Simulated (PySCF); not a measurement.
Q: Give a PBE0-D3(BJ)/def2-SVP geometry of `C#C[C@H]1CC[SiH2]1`.

A: 
```
atom  x, y, z in Å
C1     2.9777   -0.4100    0.5944
C2     1.8903   -0.0980    0.1564
C3     0.5889    0.2687   -0.3422
C4    -0.4514   -0.8591   -0.6276
C5    -1.7767   -0.1012   -0.3667
Si6   -0.7764    1.0636    0.7415
H7     3.9410   -0.6874    0.9786
H8     0.6901    0.9028   -1.2419
H9    -0.3519   -1.3189   -1.6245
H10   -0.3179   -1.6620    0.1149
H11   -2.6040   -0.7002    0.0369
H12   -2.1297    0.4183   -1.2718
H13   -0.9819    2.5434    0.6773
H14   -0.7062    0.6235    2.1664
```

Orientation and origin are arbitrary. Atoms count from 1 in this order. The C–Si distances run from 1.894 Å (C5–Si6, drawn single) to 1.916 Å (C3–Si6, drawn single), a spread of 0.022 Å. The C–C distances run from 1.213 Å (C1≡C2, drawn triple) to 1.561 Å (C3–C4, drawn single), a spread of 0.348 Å. Si6 (SiH2 silicon) has angles from 77.9° to 120.7°. The 4-membered ring C3–C4–C5–Si6 has internal angles of 77.9° to 100.7°; it is puckered, 0.16 Å rms from its mean plane, widest ring torsion 24°.

Bonds between heavy atoms (Å): C1≡C2 1.213, C2–C3 1.441, C3–C4 1.561, C4–C5 1.549, C5–Si6 1.894, C3–Si6 1.916.

The calculation used PySCF, PBE0-D3(BJ)/def2-SVP geometry optimisation, gas phase.

Point group: C1 (no symmetry element, even within 0.4 Å). Whether it is a minimum is left open (no frequencies). One conformer, not necessarily the lowest (C2–C3–C4–C5 150°, C3–C4–C5–Si6 -24°, C4–C5–Si6–C3 20°, C2–C3–Si6–C5 -142°).
